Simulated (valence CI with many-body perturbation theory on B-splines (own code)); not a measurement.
**Kr²¹⁺: E2, M1, M2 decay**

Level of theory: configuration interaction combined with many-body perturbation theory (CI+MBPT): five valence electrons over a frozen Dirac-Fock core [Ne], a basis of 11 s, 11 p, 10 d, 8 f, 5 g, 2 h functions for each j, with the one-electron correlation potential Σ1, the two-electron term Σ2, the three-electron term Σ3, Breit, model QED; selected CI, second order for the rest, scaled by the run's own slope (own B-spline code, finite nucleus).

No measured spectrum was set against this ion. As an estimate, levels of excited configurations hold to 0.05 to 0.15 % of their energy, terms of the ground configuration to about 0.5 %. Among the levels kept, up to 3300 cm⁻¹ of a level comes from second order outside the variational space, and about a tenth of that is noise between levels of different J, which matters for small intervals.

Lines 1 to 17 of 17 in falling wavelength, among levels below 1923000 cm⁻¹, chosen from the decays that carry over 1 % of a level's rate. Wavelengths and rates use the calculated energies, so an error of 400 cm⁻¹ moves a line at 133.3 nm by 0.53 % and its rate by three times that or more. Electric multipoles are in the length gauge with retardation, E1 and E2 with the static RPA response of the core. M1 uses the relativistic operator with retardation. Weak lines are less certain than strong ones. Lines between different terms over intervals too small for the method are left out, as are lines whose strength nearly cancels. Branching is blank where the lifetime is uncertain.

Names give the largest LS component (configuration and term), which can be under half, so a name can repeat, a term be missing and a line seem to break the LS rules; names also repeat where a configuration has a term twice. Letters in brackets count levels of one name in rising energy.

| λ vac (nm) | Upper | Lower | Type | A (s⁻¹) | Branch % |
| --- | --- | --- | --- | --- | --- |
| 345.8 | 3s2.3p3 2D°_5/2 | 3s2.3p3 2D°_3/2 | M1 | 1.70e+02 | 12.4 |
| 331.7 | 3s2.3p2.3d 4F_9/2 | 3s2.3p2.3d 4F_7/2 | M1 | 5.86e+02 |  |
| 203.7 | 3s2.3p2.3d 2G_9/2 | 3s2.3p2.3d 2G_7/2 [a] | M1 | 9.05e+02 | 6.3 |
| 157.3 | 3s2.3p3 2P°_3/2 | 3s2.3p3 2P°_1/2 | M1 | 1.54e+03 | 4.1 |
| 133.3 | 3s2.3p3 2P°_1/2 | 3s2.3p3 2D°_3/2 | M1 | 8.92e+02 | 5.9 |
| 127.7 | 3s2.3p3 2D°_3/2 | 3s2.3p3 4S°_3/2 | M1 | 7.68e+03 | 100.0 |
| 93.27 | 3s2.3p3 2D°_5/2 | 3s2.3p3 4S°_3/2 | M1 | 1.20e+03 | 86.9 |
| 92.83 | 3s2.3p2.3d 2G_9/2 | 3s2.3p2.3d 4F_9/2 | M1 | 6.70e+03 | 46.4 |
| 91.15 | 3s2.3p3 2P°_3/2 | 3s2.3p3 2D°_5/2 | M1 | 5.60e+03 | 14.8 |
| 79.92 | 3s2.3p2.3d 2G_9/2 | 3s2.3p2.3d 2F_7/2 [a] | M1 | 6.15e+02 | 4.3 |
| 72.53 | 3s2.3p2.3d 2G_9/2 | 3s2.3p2.3d 4F_7/2 | M1 | 5.94e+03 | 41.1 |
| 72.13 | 3s2.3p3 2P°_3/2 | 3s2.3p3 2D°_3/2 | M1 | 2.56e+04 | 67.6 |
| 65.21 | 3s2.3p3 2P°_1/2 | 3s2.3p3 4S°_3/2 | M1 | 1.43e+04 | 93.9 |
| 46.10 | 3s2.3p3 2P°_3/2 | 3s2.3p3 4S°_3/2 | M1 | 5.07e+03 | 13.4 |
| 33.44 | 3s2.3p2.3d 4F_9/2 | 3s.3p4 4P_5/2 | E2 | 1.24e+02 |  |
| 24.58 | 3s2.3p2.3d 2G_9/2 | 3s.3p4 4P_5/2 | E2 | 2.08e+02 | 1.4 |
| 14.16 | 3s2.3p2.3d 4F_9/2 | 3s2.3p3 2D°_5/2 | M2 | 2.64e+02 |  |
